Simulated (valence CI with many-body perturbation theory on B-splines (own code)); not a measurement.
# Re61+ in three bases

Computed by valence CI with perturbative core correlation (CI+MBPT): four valence electrons over a frozen Dirac-Fock core [Ne], a basis of 9 s, 9 p, 8 d, 6 f, 3 g, 1 h functions for each j, with the one-electron correlation potential Σ1, the two-electron term Σ2, the three-electron term Σ3, Breit, model QED; selected CI, second order for the rest, scaled by the run's own slope (own B-spline code, finite nucleus).

The last digits are not significant, and no measured levels were compared; by estimate large intervals hold to a few tenths of a per cent, small ones and those within an open d or f shell to about a per cent.

The reference run has the lowest level (3s^2 3p1/2^2) J=0 and an ionisation energy of 6811.58 eV. Its largest variational space holds 19999 state functions.

Levels are named by their leading jj configuration (3d3/2^4 stands for four electrons in 3d with j = 3/2), which in mixed levels can hold well under half, so a name can repeat and another be missing.

Changed runs:
A. basis 6 s, 6 p, 5 d, 3 f, 1 g
B. basis 5 s, 5 p, 4 d, 2 f

Excitation energies of the reference run in cm⁻¹, and shifts in cm⁻¹:

| Level | Reference | A | B |
| --- | --- | --- | --- |
| (3s^2 3p1/2 3p3/2) J=1 | 2996110 | -114 | -333 |
| (3s^2 3p1/2 3p3/2) J=2 | 3072420 | +10 | +86 |
| (3s 3p1/2^2 3p3/2) J=2 | 4387020 | -118 | -343 |
| (3s 3p1/2^2 3p3/2) J=1 | 4612710 | -10 | +13 |
| (3s^2 3p1/2 3d3/2) J=2 | 4802540 | +81 | +277 |
| (3s^2 3p1/2 3d3/2) J=1 | 5163950 | +339 | +1292 |
| (3s^2 3p1/2 3d5/2) J=2 | 5660620 | +124 | +476 |
| (3s^2 3p1/2 3d5/2) J=3 | 5670420 | +243 | +875 |
| (3s^2 3p3/2^2) J=2 | 6126310 | -90 | -202 |
| (3s 3p1/2^2 3d3/2) J=1 | 6228100 | +32 | +113 |
| (3s 3p1/2^2 3d3/2) J=2 | 6289260 | +125 | +456 |
| (3s^2 3p3/2^2) J=0 | 6294210 | +9.4 | +143 |
| Ionisation energy (eV) | 6811.58 | -0.034 | -0.12 |
